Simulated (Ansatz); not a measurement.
Ansatz (a first-principles code) input (RPA@PBE/cc-pV(T+d)Z):
A basis named .json is the Basis Set Exchange file of that set.

Ansatz 0.2 input:
```yaml
crystal:
  periodic: [false, false, false]
  atoms:
    - {symbol: Si, position_ang: [0.07253598, -0.53002371, 0.04682337]}
    - {symbol: O, position_ang: [-0.21538063, 1.00680148, -0.08995320]}
    - {symbol: H, position_ang: [-1.13206193, -1.35482793, 0.10253438]}
    - {symbol: H, position_ang: [1.44688769, -1.03755037, 0.10864936]}
    - {symbol: H, position_ang: [0.39271559, 1.75829848, -0.14708533]}
basis:
  gaussian:
    orbitals: cc-pV_T+d_Z.json
hamiltonian:
  xc: pbe
total_charge: 1
magnetization: {spin_polarized: false}
correlation: {method: rpa, electrons: outside_noble_gas}
```

Output:

```
Functional definition: PBE
integrals: 0.06 GiB planned
647 factors; integrals over basis functions are off by at most 1.3e-3 eV
mean field: 0.32 GiB planned
mean field evaluation 1: about -9942.5369 eV, gradient 1.1e2 eV
mean field evaluation 2: about -9942.5266 eV, gradient 1.1e2 eV
mean field evaluation 4: about -9954.5606 eV, gradient 4.7e1 eV
mean field evaluation 8: about -9960.5359 eV, gradient 5.4e-1 eV
mean field evaluation 16: about -9960.5320 eV, gradient 6.8e-5 eV
mean field evaluation 32: about -9869.7336 eV, gradient 7.8e1 eV
mean field -9960.53196081 eV, -366.0427980688 hartree, gradient 8.7e-6 eV, S^2 0.000000; 0 other end points of the search recorded, 0 dependent functions left out
6 core orbitals not correlated
reference -9940.57771119 eV, -365.3094929208 hartree; 6, 6 occupied and 99, 99 virtual orbitals, 647 factors
Total energy: -9956.21324968 eV, -365.8840883620 hartree
```

It need not be the lowest isomer of its formula.
